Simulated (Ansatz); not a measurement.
Ansatz (a quantum-chemistry and plane-wave program) input (RPA@PBE/cc-pVTZ):

Ansatz 0.2 input:
```yaml
crystal:
  periodic: [false, false, false]
  atoms:
    - {symbol: C, position_ang: [3.20865510, -0.55342088, 0.68619730]}
    - {symbol: C, position_ang: [1.89569060, -0.75369089, -0.06448780]}
    - {symbol: C, position_ang: [1.22053342, 0.57859205, -0.44393447]}
    - {symbol: C, position_ang: [-0.04915433, 0.41978782, -1.20301818]}
    - {symbol: C, position_ang: [-1.37546141, 0.74290061, -0.61263595]}
    - {symbol: C, position_ang: [-1.86833409, -0.32056150, 0.38607259]}
    - {symbol: O, position_ang: [-3.09392053, 0.03823172, 1.01217266]}
    - {symbol: H, position_ang: [3.92349248, 0.01159401, 0.08312421]}
    - {symbol: H, position_ang: [3.04986277, 0.00037292, 1.61463208]}
    - {symbol: H, position_ang: [3.67014417, -1.50857402, 0.94311728]}
    - {symbol: H, position_ang: [2.07263876, -1.33268358, -0.97554430]}
    - {symbol: H, position_ang: [1.20553844, -1.34469255, 0.54383525]}
    - {symbol: H, position_ang: [1.94259043, 1.15874218, -1.03531135]}
    - {symbol: H, position_ang: [1.03840958, 1.15722657, 0.46779764]}
    - {symbol: H, position_ang: [-0.00857776, -0.07792546, -2.16561629]}
    - {symbol: H, position_ang: [-1.33565259, 1.69601426, -0.07293668]}
    - {symbol: H, position_ang: [-2.12874818, 0.84820729, -1.40070130]}
    - {symbol: H, position_ang: [-1.14750257, -0.43069773, 1.19672594]}
    - {symbol: H, position_ang: [-1.95141062, -1.29080592, -0.11815149]}
    - {symbol: H, position_ang: [-3.77099663, 0.12572501, 0.33248659]}
basis:
  gaussian:
    orbitals: cc-pVTZ
hamiltonian:
  xc: pbe
magnetization: {spin_polarized: true, initial_magnetization: 1}
correlation: {method: rpa, electrons: outside_noble_gas}
```

End of the output:

```
integrals: 1.73 GiB planned
2216 factors; integrals over basis functions are off by at most 9.7e-4 eV
0.49 GiB of the device are held for the grids
2.79 GiB of device memory are held for the factors and their scratch space
mean field: 3.34 GiB planned
mean field evaluation 1: about -8449.6734 eV, gradient 6.9e1 eV
mean field evaluation 2: about -8449.6500 eV, gradient 6.9e1 eV
mean field evaluation 4: about -8470.8969 eV, gradient 1.1e1 eV
mean field evaluation 8: about -8471.3836 eV, gradient 7.2e-1 eV
mean field evaluation 16: about -8471.3835 eV, gradient 8.7e-4 eV
mean field -8471.38348287 eV, -311.3176008857 hartree, gradient 2.0e-6 eV, S^2 0.753613; 0 other end points of the search recorded, 0 dependent functions left out
7 core orbitals not correlated
reference -8425.51729426 eV, -309.6320495435 hartree; 22, 21 occupied and 363, 364 virtual orbitals, 2216 factors
Total energy: -8482.74455673 eV, -311.7351126491 hartree
```

It need not be the lowest isomer of its formula.
